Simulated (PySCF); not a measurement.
This script is equivalent to a calculation on Li (lithium, neutral).

```python
from pyscf import gto, scf, dft, mp, cc
import basis_set_exchange as bse
mol = gto.M(atom="Li 0 0 0", charge=0, spin=1, symmetry="D2h",
            basis=gto.basis.parse(bse.get_basis("aug-cc-pCVTZ-DK", elements=["Li"], fmt="nwchem", augment_diffuse=1)),
            nucmod="G")
mf = scf.UHF(mol).sfx2c1e()
mf.irrep_nelec = {'Ag': (2, 1)}
mf.kernel()
```

(1) What total energy does it give?

(2) Which occupied shell lies highest, and where?

(3) What is ⟨S²⟩, and what would a pure spin state give?

## Answers

(1) -7.43338 hartree (calculated).

(2) 2s α, at -5.344 eV.

(3) 0.750, against 0.75.
